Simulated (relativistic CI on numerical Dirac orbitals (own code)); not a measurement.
Method of calculation: Dirac-Coulomb-Breit CI, separate exchange-only KLI orbitals for each configuration, model QED (radiative potential, 1s self-energy scaled to tabulated hydrogen-like ionisation energies), unscaled Slater integrals (own radial code, finite nucleus).

The strongest absorption lines from the ground level of an ion, among the configurations computed and to levels below about 160 eV (vacuum wavelength in Å, gf): 91.645 (0.77), 153.63 (1), 157.96 (3.2), 159.09 (6.7), 161.74 (1.2), 163.35 (2.6), 165.52 (2.1), 166.03 (2.8).

(1) Which ion is it?
A. Ag11+
B. Ag13+
C. Tc9+
D. In15+

Results:

(1) B. Ag13+ has 34 electrons and the ground level 4s2.4p4 3P_2; the strongest line goes to 4s2.4p3.4d 3D°_3. The pattern of lines fixes the number of electrons, and along that sequence the line energies rise steadily with the charge (about as its square where n changes within one kind of shell, about linearly where n is kept but much faster in heavy ions where fine structure, which grows about as Z⁴, sets the gap, and irregularly where shells cross), which fixes Z. Configurations outside the model, such as inner-shell arrays, can give stronger lines. At this charge energies of transitions that change n are usually good to better than 1 %, and those within a shell (Δn = 0) to a few per cent.

LS names give the leading component of a level, which can be under half, so a name can repeat, a term be missing and a line seem to break the LS rules.
